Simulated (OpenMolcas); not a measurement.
## Computed transition rates of Ni4+

| Item | Value |
| --- | --- |
| Program | OpenMolcas 26.06 |
| Method | MS-CASPT2, IPEA 0.25 Eh, imaginary shift 0.1 Eh (closed shells correlated: 3s 3p) |
| Basis | ANO-RCC-VQZP [7s6p4d3f2g1h] |
| Scalar Hamiltonian | DKH2, point nucleus |
| Active space | 6 electrons in 10 orbitals (3d 4d) |
| State averaging | 2S+1 = 5 even, 5 roots; 2S+1 = 3 even, 45 roots; 2S+1 = 1 even, 44 roots |
| Spin-orbit coupling | state interaction with AMFI integrals over the reference wave functions, term energies averaged over their components |

Rates come from the transition moments of the reference wave functions (E1 and E2 in the length form). At fixed line strength A goes as λ^-3 for E1 and M1 and as λ^-5 for E2, so a rate at the computed wavelength can be rescaled to the measured one. Measured vacuum wavelengths follow from level energies in Corliss and Sugar, J. Phys. Chem. Ref. Data 10, 197 (1981). Branching counts decays inside the model space alone, at computed energies, and the table is only a selection of the E2 and M1 lines, drawn from those between levels with measured partners whose computed energy lies within a factor of 1.5 of the measured one.

| Upper | Lower | Type | λ computed (nm) | λ measured (nm) | A computed (s-1) | A rescaled (s-1) | Branching % |
| --- | --- | --- | --- | --- | --- | --- | --- |
| 3d6 1S0 | 3d6 3P1(1) | M1 | 510.8 | 526.3 | 6.13e+00 |  | 100.0 |
| 3d6 3P0(1) | 3d6 5D1 | M1 | 354.2 | 360.1 | 3.60e+00 |  | 98.6 |
| 3d6 1G4(2) | 3d6 1I6 | E2 | 267.6 | 272.9 | 3.59e+00 | 3.25e+00 | 44.4 |
| 3d6 3P1(1) | 3d6 5D2 | M1 | 362.1 | 367.5 | 2.76e+00 |  | 76.3 |
| 3d6 3P0(2) | 3d6 3P2(1) | E2 | 241.6 | 246.4 | 2.61e+00 | 2.37e+00 | 38.4 |
| 3d6 3F4(1) | 3d6 5D4 | M1 | 337.8 | 343.4 | 2.19e+00 |  | 84.0 |
| 3d6 3P2(1) | 3d6 5D3 | M1 | 389.2 | 395.8 | 2.18e+00 |  | 90.6 |
| 3d6 3F3(1) | 3d6 5D3 | M1 | 342.6 | 348.7 | 1.23e+00 |  | 65.6 |
| 3d6 1G4(1) | 3d6 3F4(1) | M1 | 732.3 | 764.3 | 1.23e+00 |  | 40.9 |
| 3d6 1D2 | 3d6 3F3(1) | M1 | 503.9 | 525.3 | 1.21e+00 |  | 40.7 |
| 3d6 3D3 | 3d6 5D4 | M1 | 235.4 | 238.5 | 1.09e+00 |  | 55.4 |
| 3d6 3D1 | 3d6 5D1 | M1 | 247.2 | 251.1 | 6.98e-01 |  | 39.3 |
| 3d6 3F2(1) | 3d6 5D2 | M1 | 345.5 | 352 | 4.95e-01 |  | 56.8 |
| 3d6 1I6 | 3d6 3H6 | M1 | 695.2 | 707.2 | 4.44e-01 |  | 60.6 |
| 3d6 1I6 | 3d6 3H5 | M1 | 713.1 | 731.3 | 2.87e-01 |  | 39.1 |
| 3d6 3G3 | 3d6 3H4 | M1 | 1518 | 1525 | 1.97e-01 |  | 39.3 |
| 3d6 3G5 | 3d6 3H6 | M1 | 1629 | 1627 | 1.78e-01 |  | 46.5 |
| 3d6 3G4 | 3d6 3F4(1) | M1 | 2024 | 2025 | 1.60e-01 |  | 44.8 |
| 3d6 3H4 | 3d6 5D4 | M1 | 354.1 | 359 | 1.23e-01 |  | 85.2 |
| 3d6 5D3 | 3d6 5D4 | M1 | 12180 | 11240 | 1.92e-02 | 2.44e-02 | 100.0 |
| 3d6 5D2 | 3d6 5D3 | M1 | 17940 | 16660 | 1.12e-02 | 1.40e-02 | 100.0 |
| 3d6 5D1 | 3d6 5D2 | M1 | 28180 | 26210 | 4.22e-03 | 5.24e-03 | 100.0 |
| 3d6 3H5 | 3d6 3H6 | M1 | 27790 | 21410 | 1.20e-03 | 2.62e-03 | 89.3 |
| 3d6 5D0 | 3d6 5D1 | M1 | 57780 | 53730 | 8.40e-04 | 1.04e-03 | 100.0 |
| 3d6 3H6 | 3d6 5D4 | E2 | 361.4 | 368.9 | 2.39e-05 |  | 100.0 |

Spin-changing lines and M1 lines between different terms are not rescaled, since their strength hangs on the term gaps too.

The largest correction is for 3d6 3H5 → 3d6 3H6 (M1): 1.20e-03 × (27790 / 21410)^3 = 2.62e-03 s-1, a factor of 2.19.

The computed order of these levels differs from the measured one in 1 place, and where term gaps are wrong the rates of spin-changing lines can be off by large factors.

These are rates of the free ion; in crystals, glasses and complexes forced electric-dipole and non-radiative decay shorten such lifetimes by orders of magnitude. No measured rate stands beside these. Rescaling mends the energy factor alone: line strengths can still be far off where a level mixes with configurations outside the active space, and weak or spin-changing lines hang on small mixing coefficients that depend on the term gaps too, so rescaling need not improve them.

CASPT2 does not keep the components of a term degenerate, so their means are used; among the terms shown or strongly mixed into the levels shown the widest spread is 860 cm-1 (3d6 1I). Active for correlation alone: 4d; no level in the range computed is led by a configuration that fills it, so any true level of that kind is missing. The CASPT2 spread within a term exceeds the gap to the next term for 3d6 1I and 3d6 3D, so the order of their levels is uncertain. Measured partners are found by configuration, term and J. A level has none where our copy of the source lacks it or the pairing is in doubt (some pairs that miss far off the trend of their configuration count as doubtful). Levels of configurations outside the active space are missing.

A number in round brackets counts repeated terms of one configuration in the order of the reference energies.
